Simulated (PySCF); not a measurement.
CuBr from Hartree–Fock to correlated methods

State: ¹Σ⁺ (singlet), closed shell. Set-up: basis Cu x2c-TZVPPall, Br x2c-TZVPPall; spin-free X2C with a Gaussian nucleus; PySCF 2.14. De refers to Cu (3d10 4s1) + Br in their high-spin ground configurations, without counterpoise correction. A positive dipole means Cu(−)Br(+).

```csv
Level,Re (Å),ωe (cm⁻¹),De (eV),μ (D)
RHF,2.282,274,n/a,-6.52
RHF-MP2,2.153,324,n/a,n/a
RHF-SCS-MP2,2.179,312,n/a,n/a
RHF-CCSD,2.205,302,3.22,n/a
RHF-CCSD(T),2.194,305,3.31,n/a
LDA,2.125,337,4.03,-3.58
PBE,2.178,310,3.40,-3.79
PBEsol,2.148,325,3.67,-3.73
r²SCAN,2.160,320,3.48,-4.18
PBE0,2.182,310,3.31,-4.60
HSE06,2.182,310,3.30,-4.52
M06-2X,2.247,292,3.21,-5.22
B2PLYP,2.183,311,3.28,-5.17
```

(1) Which functional lies closest to RHF-CCSD(T) in De, which farthest, and by how much do they differ from it?

(2) What does a quarter of exact exchange do here, going from PBE to PBE0?

(3) What does the step from GGA to meta-GGA do here, going from PBE to r²SCAN?

Correlated steps freeze 14 core orbitals. Where the molecule has an RHF reference, its open-shell atoms are computed with UHF. B2PLYP dipoles, levels and charges come from its SCF part alone. The CCSD T1 diagnostic is raised, a sign that a single reference may not be enough here.

The whole job (state search and all levels along the bond) took about 18 min on 2 threads of Arm Neoverse V2 (shared host), peak memory 4.1 GiB.

Answers

(1) Closest is PBE0 (-1.2 pm in Re, +1.6 % in ωe, +0.00 eV in De against RHF-CCSD(T) in the same basis), farthest LDA (-6.9 pm in Re, +10.5 % in ωe, +0.72 eV in De). CCSD(T) converges more slowly with the basis than the functionals do and binds too weakly in this one, so the order can change at the basis-set limit.

(2) PBE0 less PBE: +0.4 pm in Re, +0.0 % in ωe, -0.09 eV in De. Exact exchange removes part of the self-interaction that spreads semilocal densities, and in most molecules shortens and stiffens the bond and lowers De; here Re goes the other way.

(3) r²SCAN less PBE: -1.8 pm in Re, +3.2 % in ωe, +0.08 eV in De.
